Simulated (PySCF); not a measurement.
C₄H₉NSi₂.
Numbering: `[N:1]#[C:2][Si@@H:3]([SiH3:4])[CH:5]1[CH2:6][CH2:7]1` (hydrogens: H8 on Si3; H9, H10, H11 on Si4; H12 on C5; H13, H14 on C6; H15, H16 on C7)

The same species was optimised twice, with GFN2-xTB and with PBE0-D3(BJ)/def2-SVP (PySCF), and the same property calculations (PySCF, gas phase) were run on both structures.

```tsv
coordinate	GFN2-xTB	PBE0-D3(BJ)/def2-SVP	change
Si3–C5 (Å)	1.888	1.859	-0.029
Si3–Si4 (Å)	2.317	2.345	+0.028
N1≡C2 (Å)	1.146	1.160	+0.014
C5–C7 (Å)	1.503	1.512	+0.009
C2–Si3 (Å)	1.873	1.865	-0.008
C5–C6 (Å)	1.503	1.510	+0.007
C6–C7 (Å)	1.492	1.491	-0.001
C2–Si3–C5 (°)	104.7	109.1	+4.4
C2–Si3–Si4 (°)	110.1	106.7	-3.4
N1–C2–Si3 (°)	177.7	178.3	+0.6
Si3–C5–C6 (°)	121.1	120.6	-0.5
C6–C5–C7 (°)	59.5	59.2	-0.3
C5–C6–C7 (°)	60.3	60.5	+0.2
Si3–C5–C7 (°)	119.2	119.4	+0.2
Si4–Si3–C5 (°)	112.8	112.9	+0.1
C2–Si3–C5–C6 (°)	85	84	-1
```

Rotational constants: A = 1868, B = 1340, C = 837.4 MHz (GFN2-xTB) against A = 1909, B = 1307, C = 831.9 MHz (PBE0-D3(BJ)/def2-SVP). Point groups within 0.08 Å: C1 and C1.

On the GFN2-xTB structure: lowest singlet, TDDFT (eV) 6.62 [PBE0/def2-SVPD]; isotropic polarisability (au) 104.3 [PBE0/def2-SVPD]; HOMO (eV) -8.44 [PBE0/def2-SVPD]; LUMO (eV) -0.70 [PBE0/def2-SVPD]; dipole (D) 4.28 [PBE0/def2-SVPD]; HOMO (eV) -8.46 [PBE0/pcSseg-1]; LUMO (eV) -0.66 [PBE0/pcSseg-1]; dipole (D) 4.23 [PBE0/pcSseg-1]; GIAO shielding of N1 (ppm) -97.9 [PBE0/pcSseg-1]; GIAO shielding of C2 (ppm) 62.3 [PBE0/pcSseg-1]; GIAO shielding of Si3 (ppm) 404.5 [PBE0/pcSseg-1]; GIAO shielding of Si4 (ppm) 465.5 [PBE0/pcSseg-1]; GIAO shielding of C5 (ppm) 189.9 [PBE0/pcSseg-1]; GIAO shielding of C6 (ppm) 179.8 [PBE0/pcSseg-1]; GIAO shielding of C7 (ppm) 183.3 [PBE0/pcSseg-1].

Question: What do these properties become on the PBE0-D3(BJ)/def2-SVP structure?

Answer: 
| property | level | on GFN2-xTB | on PBE0-D3(BJ)/def2-SVP | change |
| --- | --- | --- | --- | --- |
| lowest singlet, TDDFT (eV) | PBE0/def2-SVPD | 6.62 | 6.36 | -0.26 |
| isotropic polarisability (au) | PBE0/def2-SVPD | 104.3 | 106.5 | +2.2 |
| HOMO (eV) | PBE0/def2-SVPD | -8.44 | -8.27 | +0.17 |
| LUMO (eV) | PBE0/def2-SVPD | -0.70 | -0.66 | +0.04 |
| dipole (D) | PBE0/def2-SVPD | 4.28 | 4.27 | -0.01 |
| energy, GFN2-xTB geometry as zero (kcal/mol) | PBE0/def2-SVPD | 0.0 | -2.5 | -2.5 |
| HOMO (eV) | PBE0/pcSseg-1 | -8.46 | -8.31 | +0.15 |
| LUMO (eV) | PBE0/pcSseg-1 | -0.66 | -0.61 | +0.05 |
| dipole (D) | PBE0/pcSseg-1 | 4.23 | 4.21 | -0.02 |
| energy, GFN2-xTB geometry as zero (kcal/mol) | PBE0/pcSseg-1 | 0.0 | -2.0 | -2.0 |
| GIAO shielding of N1 (ppm) | PBE0/pcSseg-1 | -97.9 | -108.9 | -11.0 |
| GIAO shielding of C2 (ppm) | PBE0/pcSseg-1 | 62.3 | 58.8 | -3.5 |
| GIAO shielding of Si3 (ppm) | PBE0/pcSseg-1 | 404.5 | 404.0 | -0.5 |
| GIAO shielding of Si4 (ppm) | PBE0/pcSseg-1 | 465.5 | 457.6 | -7.9 |
| GIAO shielding of C5 (ppm) | PBE0/pcSseg-1 | 189.9 | 191.2 | +1.3 |
| GIAO shielding of C6 (ppm) | PBE0/pcSseg-1 | 179.8 | 177.3 | -2.5 |
| GIAO shielding of C7 (ppm) | PBE0/pcSseg-1 | 183.3 | 180.5 | -2.8 |

The heavy atoms differ by 0.049 Å rms after alignment. Among bonds between heavy atoms Si3–Si4 and Si3–C5 change most and about equally (-0.029 to +0.028 Å). Changes are differences of the printed values. Neither structure is proved a minimum here.

Shape of the structure used: `[N:1]#[C:2][Si@@H:3]([SiH3:4])[CH:5]1[CH2:6][CH2:7]1`: C2–Si3–C5–C6 84°.
